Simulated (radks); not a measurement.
Values are calculated unless marked as measured or tabulated.
Species: Pd II. Configuration: [Kr] 4d9.

Level of theory: scalar-relativistic Kohn-Sham, HCTH/407, spin-polarised, spherical densities, finite nucleus; open shells are filled with parallel spins first (spin-orbit coupling, left out, can overturn this in heavy ions); Fermi nuclear charge, rms radius 4.5318 fm (a radial shooting solver on a logarithmic mesh with Libxc functionals).

Energy parts (hartree):
| part | energy |
|---|---|
| total | -5048.73082 |
| kinetic | 5235.96542 |
| electron-nucleus | -12181.15377 |
| Hartree | 2043.51386 |
| exchange-correlation | -147.05632 |

Orbitals (lengths in bohr, moments of r in powers of bohr; r(max) is where P^2 peaks; r(90%) holds 90 % of the orbital's charge):
orbital  occ.  eigenvalue (hartree)  r(90%)   <1/r>     <r^2>   r(max)
1s up       1             -888.1757  0.0572   48.21  0.001372  0.02067
1s down     1             -888.1757  0.0572   48.21  0.001372  0.02067
2s up       1             -130.2311   0.214   10.94   0.02257   0.1168
2s down     1             -130.2244   0.214   10.94   0.02257   0.1168
2p up       3             -116.8871   0.196   10.58   0.01776  0.09338
2p down     3             -116.8820   0.196   10.58   0.01776  0.09338
3s up       1             -23.86176   0.558   3.830    0.1644   0.3417
3s down     1             -23.85853   0.558   3.830    0.1643   0.3417
3p up       3             -19.46673   0.569   3.651    0.1661   0.3348
3p down     3             -19.46295   0.569   3.651    0.1661   0.3348
3d up       5             -12.47878   0.565   3.426    0.1518   0.2817
3d down     5             -12.47273   0.565   3.427    0.1518   0.2818
4s up       1              -3.58367    1.37   1.455     1.012   0.8513
4s down     1              -3.55478    1.37   1.457     1.011   0.8508
4p up       3              -2.32836    1.54   1.304     1.236   0.9093
4p down     3              -2.29836    1.54   1.305     1.235   0.9085
4d up       5              -0.56201    2.31  0.9409     2.533    1.083
4d down     4              -0.53341    2.35  0.9354     2.600    1.083
5s up       0              -0.40949    4.31  0.4379     9.627    2.433
5s down     0              -0.40160    4.38  0.4288     9.945    2.485
5p up       0              -0.23471    5.50  0.3335     15.78    3.254
5p down     0              -0.23320    5.56  0.3278     16.15    3.313

The highest occupied level is 4d down at -14.515 eV. The electron density at the nucleus is 1.357e+05 e/bohr^3 (large components only). The density falls to 0.001 e/bohr^3 at r = 3.65 bohr. For comparison, the ionisation energy in NIST's Atomic Spectra Database is 19.4 eV (semi-empirical). In exact Kohn-Sham theory the highest level is minus the ionisation energy, but local and semilocal functionals leave it too shallow, through self-interaction and a potential that decays too fast; potentials with the right tail come closer. Summed over all electrons, <r^2> = 35.50 bohr^2, which gives a Langevin (diamagnetic) susceptibility term of -28.1 x 10^-6 cm^3/mol. The spin density at the nucleus is -0.8180 e/bohr^3 (1s -0.0281, 2s -0.3682, 3s 0.1270, 4s -0.5487). Spin moment in Bohr magnetons: 1.
